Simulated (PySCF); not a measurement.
C₂H₇GaS.
Z-matrix (Å and degrees, PBE0-D3(BJ)/def2-SVP geometry), rows numbered from 1:
```
C 
S   1  1.8235
Ga  2  2.2002  1  103.28
C   3  1.9598  2  117.10  1   178.45
H   1  1.0987  2  108.79  3   126.47
H   1  1.0987  2  109.39  3  -114.74
H   1  1.0988  2  111.73  3     6.10
H   3  1.5713  2  114.88  1    -1.29
H   4  1.1001  3  110.80  2    37.29
H   4  1.1020  3  109.45  2   -81.23
H   4  1.0995  3  111.72  2   159.14
```

The closed-shell ground state was solved at several levels (PySCF, density fitting, gas phase). The calculation is non-relativistic and has no spin–orbit coupling, an omission that weighs most on gallium.

```
            level  basis functions  total energy (Eh)  HOMO (eV)  LUMO (eV)  gap (eV)  dipole (D)
mPW1PW91/pcSseg-2              276         -2403.7565      -6.94      -1.03      5.91        1.17
wB97X-D/def2-SVPD              161         -2403.1155      -8.76       0.62      9.38        1.26
```

(1) What might PBE0/pcSseg-1 (134 basis functions) give for the same quantities?

(2) Over all these levels, which gives the widest orbital gap and which the narrowest?

(3) How far do the dipole and the HOMO energy spread over the levels?

Answers

(1) Total energy -2402.7762 Eh, HOMO -6.96 eV, LUMO -1.00 eV, gap 5.96 eV, dipole 1.24 D.

(2) wB97X-D/def2-SVPD (range-separated hybrid) has the widest, 9.38 eV, and mPW1PW91/pcSseg-2 (global hybrid, 25 % exact exchange) the narrowest, 5.91 eV. Functional and basis both differ between the two, so the spread mixes both effects.

(3) The dipole runs from 1.17 to 1.26 D (mean 1.22 D) and the HOMO from -8.76 to -6.94 eV.

One conformer stands for the species.

The pairwise dispersion term of wB97X-D wasn't added to the energies; at a given geometry it leaves orbitals and properties as they are.
